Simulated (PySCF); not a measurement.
**PtN₂: from structure and modes to constants**

All numbers come from PBE0 in PySCF with Pt def2-TZVP with ECP60, N def2-TZVP; scalar-relativistic core potentials, no spin–orbit coupling; density-fitted integrals.

The singlet minimum has C2v symmetry. Masses (u): Pt 194.96477, N 14.00307.

```xyz
3
charge 0 multiplicity 1, angstrom
Pt    0.0000    0.0000   -0.2488
N     0.5689    0.0000    1.7317
N    -0.5689    0.0000    1.7317
```

Harmonic wavenumbers (cm⁻¹): 307.5 (b2, ×1), 401.3 (a1, ×1), 2065.8 (a1, ×1).

(1) Find the vibrational entropy and heat capacity at 298.15 K.

(2) Give the standard entropy (298.15 K, 1 bar) by its translational, rotational, vibrational and spin parts, and Cp.

Results:

(1) With u = 1.43878 ω/T, each mode gives S = R[u/(eᵘ−1) − ln(1−e⁻ᵘ)] and C = R u² eᵘ/(eᵘ−1)².
| ω (cm⁻¹) | u | S (J/(mol K)) | C (J/(mol K)) |
| --- | --- | --- | --- |
| 307.5 | 1.484 | 5.76 | 6.94 |
| 401.3 | 1.937 | 4.01 | 6.14 |
| 2065.8 | 9.969 | 0.00 | 0.04 |
The sums over all modes are S = 9.8 and C = 13.1 J/(mol K); the softest mode gives 59 % of the entropy.

(2) Sackur–Tetrode with M = 222.97 u gives 176.3; rotation with symmetry number 2 gives 90.3; vibration 9.8; spin R ln 1 = 0.0. The total is 276.3 J/(mol K), and Cp = 4 R + 13.1 = 46.4 J/(mol K).

Stability towards spin polarisation was not tested. This need not be the most stable arrangement of these atoms. With an element this heavy the missing spin–orbit coupling can shift these numbers.
